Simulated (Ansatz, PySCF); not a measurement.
Some isomers of C$_{6}$H$_{7}$, charge -1, singlet:

A. [CH-]1CC2=C1CC2
B. Cc1ccc[cH-]1
C. [CH2-]C1=CC=CC1
D. CC1=CC=[C-]C1

Quantity: relative energy (enthalpy at 298 K, with B3LYP-D3(BJ) rigid-rotor harmonic-oscillator terms from PySCF), kJ/mol. Structures are relaxed separately at B3LYP-D3(BJ)/def2-TZVP in Ansatz (a quantum-chemistry and plane-wave program), one conformer each, not searched for the lowest. Unstable Hartree-Fock reference: CC1=CC=[C-]C1. Valence correlation only, unless marked. Spin-orbit coupling is left out. Non-relativistic. CBS marks a two-point X^-3 extrapolation of the correlation energy; Hartree-Fock from the larger set. The bracket is a focal-point correction in the basis named. Anions need diffuse functions, which plain sets lack and def2-D sets hold few of. Values are relative to the lowest entry of each level; other isomers of the formula, not listed, may lie lower.

```csv
,BLYP/def2-TZVPD (Ansatz),BHLYP-D4/def2-TZVPD (Ansatz + dftd4),CCSD/aug-cc-pVDZ (Ansatz),"RI-MP2/CBS(aug-cc-pVTZ,aug-cc-pVQZ)+[CCSD(T)-MP2]/aug-cc-pVTZ (Ansatz)"
A,423.7,457.2,417.9,424.0
B,0.0,0.0,0.0,0.0
C,96.2,111.3,111.4,114.0
D,191.4,201.2,180.3,193.3
```
